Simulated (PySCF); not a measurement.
# Br₂⁺ at PBE0

Level: PBE0. Br cc-pVTZ-PP with ECP10; scalar-relativistic core potentials (PySCF 2.14).

```
state                          : ²Πg (doublet), unpaired electrons π ↑
bond length                    : 2.191 Å
harmonic wavenumber            : 386 cm⁻¹
force constant                 : 3.47 mdyn/Å
rotational constant Be         : 0.08899 cm⁻¹
anharmonicity ωexe             : 0.932 cm⁻¹
vibration–rotation constant αe : 0.000287 cm⁻¹
well depth De to Br⁺ + Br      : 3.57 eV
dissociation energy D0         : 3.55 eV
bond order (Mayer)             : 1.60
```

Spin–orbit coupling is left out. The state was picked by a PBE0 search and need not be the measured ground state.
